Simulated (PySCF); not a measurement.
One molecule, one basis, several functionals.

C4H10Si.
InChI=1S/C4H10Si/c1-5-3-2-4-5/h5H,2-4H2,1H3

PySCF, pcSseg-1 basis, density fitting, gas phase, PBE0-D3(BJ)/def2-SVP geometry. One functional is left out:

| functional | exact exchange (%) | HOMO energy (eV) | LUMO energy (eV) |
| --- | --- | --- | --- |
| B97-D | 0 | -6.37 | 0.52 |
| BLYP | 0 | -6.26 | 0.50 |
| BP86 | 0 | -6.49 | 0.33 |
| LDA | 0 | -6.47 | 0.17 |
| OPBE | 0 | -6.37 | 0.58 |
| PBE | 0 | -6.39 | 0.38 |
| B3LYP | 20 | -7.42 | 1.02 |
| PBE0 | 25 | -7.63 | 1.24 |
| mPW1PW91 | 25 | -7.66 | 1.26 |
| BHandHLYP | 50 | -8.79 | 2.11 |

Predict the row of B97-2 (21 % exact exchange) by straight lines through the other rows, and check it.

```json
{"property": "HOMO energy (eV)", "line": "-7.42", "computed": "-7.39", "computed − line": "+0.03", "B3LYP (20 %), for comparison": "-7.42"}
{"property": "LUMO energy (eV)", "line": "1.11", "computed": "1.25", "computed − line": "+0.14", "B3LYP (20 %), for comparison": "1.02"}
```

Which of these properties follows the share of exact exchange most closely, and which least?

Most closely the HOMO energy, least the LUMO energy; the correlations over the tabulated rows are HOMO energy -0.997, LUMO energy 0.981. The HOMO energy moves by -0.487 eV for every 10 %. Functionals with the same share still differ in their other parts: at 0 % BLYP and BP86 differ by 0.23 eV in it.
